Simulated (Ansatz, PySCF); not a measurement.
This PySCF input computes a r2SCAN/def2-TZVPD energy:

```python
from pyscf import gto, scf, dft

mol = gto.M(
    atom='''
    N     0.00699676   -0.00216503   -1.71615934
    H     0.81714496   -0.48347954   -2.09539363
    H    -0.81214675   -0.46249635   -2.10206270
    H     0.02067820    0.93803076   -2.10043413
    Li   -0.00135659    0.00041977    0.33274250
    F    -0.00784266    0.00242678    1.92364204
    ''',
    basis='def2-tzvpd',
    charge=0,
    spin=0,
    verbose=4,
)

mf = dft.RKS(mol, xc='r2scan').density_fit(auxbasis='def2-universal-jkfit')
mf.grids.level = 4
mf.conv_tol = 1e-9
mf.max_cycle = 100
mf.max_memory = 1500
mf.kernel()
if not mf.converged:
    mf = mf.newton()
    mf.kernel(mf.make_rdm1())
mf.analyze()
```

**Question.** Write an input for the same energy in Ansatz (a program for electronic structure) and say what it gives.

**Answer.** 
Ansatz 0.2 input:
```yaml
crystal:
  periodic: [false, false, false]
  atoms:
    - {symbol: N, position_ang: [0.00699676, -0.00216503, -1.71615934]}
    - {symbol: H, position_ang: [0.81714496, -0.48347954, -2.09539363]}
    - {symbol: H, position_ang: [-0.81214675, -0.46249635, -2.10206270]}
    - {symbol: H, position_ang: [0.02067820, 0.93803076, -2.10043413]}
    - {symbol: Li, position_ang: [-0.00135659, 0.00041977, 0.33274250]}
    - {symbol: F, position_ang: [-0.00784266, 0.00242678, 1.92364204]}
basis:
  gaussian:
    orbitals: def2-TZVPD
hamiltonian:
  xc: {name: r2SCAN}
output: {forces: true}
```
It gives -163.99966 Eh, and PySCF -163.99974 Eh, a difference of 0.08 mEh, from the treatment of integrals and grids.
